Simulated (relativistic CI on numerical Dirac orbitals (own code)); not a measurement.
# What each ingredient does to the levels of Bi15+

Base calculation: Dirac-Coulomb-Breit CI, separate exchange-only KLI orbitals for each configuration, model QED (radiative potential, 1s self-energy scaled to tabulated hydrogen-like ionisation energies), unscaled Slater integrals.

Configurations in the expansion (outside the closed core [Kr] 4d10): 4f14 5s2 5p6, 4f14 5s2 5p5 5d, 4f14 5s 5p6 5d, 4f14 5s2 5p5 5f, 4f14 5s2 5p5 5g, 4f14 5s 5p6 5f, 4f14 5s2 5p5 6s, 4f13 5s2 5p6 5d, 4f14 5s2 5p5 6p, 4f14 5s 5p6 5g, 4f14 5p6 5d2, 4f14 5p5 5d3, 4f14 5p5 5d2 5f, 4f14 5p5 5d2 5g, 4f14 5p5 5d2 6s. Double excitations out of closed p, d and f shells are left out; levels of such configurations are missing from the list, as are those of other unlisted configurations, and high levels can miss mixing partners. These lack a partner that the ground configuration has and come out too high: 4f13 5s2 5p6 5d, 4f14 5s2 5p5 6p.

Variants: (1) P86 correlation estimate; (2) configuration mixing switched off. Shifts of the energy above 4f14 5s2 5p6 1S_0, in cm⁻¹, for the lowest level and the first level of each name with at least 55 % of one term (blank where a level changes its place among those of its configuration and J or its character, or is not in the variant):

| Level | Base | Δ(1) | Δ(2) |
| --- | --- | --- | --- |
| 4f14 5s2 5p6 1S_0 | 0 | 0 | 0 |
| 4f14 5s2 5p5 5d 3P°_0 | 545788 | +1809 | -159 |
| 4f14 5s2 5p5 5d 3P°_1 | 560093 | +1809 | -158 |
| 4f14 5s2 5p5 5d 3F°_3 | 574574 | +1814 | +1120 |
| 4f14 5s2 5p5 5d 3F°_4 | 598568 | +1817 | +1799 |
| 4f14 5s2 5p5 5d 3D°_3 | 629819 | +1809 | -58 |
| 4f14 5s2 5p5 5d 3D°_1 | 687580 | +1811 | +459 |
| 4f14 5s2 5p5 5d 3F°_2 | 806119 | +1819 | +1625 |
| 4f14 5s2 5p5 5d 1P°_1 | 894795 | +1818 | +1541 |
| 4f14 5s2 5p5 6s 3P°_2 | 1113715 | +9051 | -143 |
| 4f14 5s2 5p5 6s 1P°_1 | 1121344 | +9049 | -91 |
| 4f14 5s 5p6 5d 3D_1 | 1202572 | +3375 | +37973 |
| 4f14 5s 5p6 5d 3D_2 | 1217197 | +3336 | +32516 |
| 4f14 5s 5p6 5d 3D_3 | 1247761 | +3368 | +31791 |

At this charge energies of transitions that change n are usually good to better than 1 %, and those within a shell (Δn = 0) to a few per cent. Levels and lines within the n = 5 or 6 shells can be off by up to 10 % or somewhat more, and those that change n by about 2 %, since core polarisation is missing.

Ionisation energy from the two ground configurations alone: base 369.05 eV; P86 correlation estimate 370.77 eV. The NIST ASD value (semi-empirical) is 370.2 eV.

LS names give the leading component of a level, which can be under half, so a name can repeat, a term be missing and a line seem to break the LS rules.
